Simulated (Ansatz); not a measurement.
`C[CH](C)[Ge][F]` + `O[SiH3]` → `[F][Ge][O][SiH3]` + `CCC` at 400 K and 1 bar (ligand exchange at a Ge–C bond).

Isolated molecules relaxed with PBE0-D4/def2-TZVP in Ansatz; ΔE leaves out vibrations. CBS: MP2 limit from def2 TZ/QZ plus the TZ coupled-cluster correction, frozen cores. For Ge outer-core shells are correlated without core-valence functions, which leaves a few kJ/mol of doubt a bond. Scalar relativity is left out up to krypton. Each species was taken in one conformer, which may not be the lowest.

```tsv
species	CCSD(T)/CBS energy (Eh)	H − E (kJ/mol)	S (J/(mol·K))
`C[CH](C)[Ge][F]`	-2294.29857	282.1	401.4
`O[SiH3]`	-366.69042	120.0	276.4
`[F][Ge][O][SiH3]`	-2542.06230	110.7	372.4
`CCC`	-118.98051	294.1	291.8
```

H − E and S are ideal-gas, rigid-rotor, harmonic terms from PBE0-D4/def2-TZVP, for one conformer and one mirror image of each species. 1 Eh = 2625.50 kJ/mol, R = 8.31446 J/(mol·K).

**Question.** By hand: ΔE, ΔH, ΔS and ΔG.

**Answer.** ΔE = (-2542.06230) + (-118.98051) − (-2294.29857) − (-366.69042) = -0.05382 Eh = -141.3 kJ/mol. Δ(H − E) = 110.7 + 294.1 − 282.1 − 120.0 = 2.7, so ΔH = -138.6 kJ/mol. ΔS = 372.4 + 291.8 − 401.4 − 276.4 = -13.6 J/(mol·K). ΔG = -138.6 − 400 × (-13.6)/1000 = -133.2 kJ/mol.

**Question.** By hand: the equilibrium constant, and the temperature at which ΔG would vanish if ΔH and ΔS stayed fixed.

**Answer.** log₁₀ K = −ΔG/(RT ln 10) = 17.4. ΔG = 0 at ΔH/ΔS = 10191 K, far beyond where these terms or the molecules hold.

The number of gas molecules stays the same, so ΔS is small and ΔH decides. A doubt of 5 kJ/mol in ΔE shifts log₁₀ K by 0.7 here. Other conformers and mirror images would add mixing entropy, several J/(mol·K) or more a flexible species. Modes under 60 cm⁻¹, often nearly free rotors, make the harmonic entropy too high. These are equilibria of isolated gas molecules and say nothing of rates. Largest T1 diagnostic: 0.015 (customary marks: 0.02 for closed shells, 0.045 for open ones).
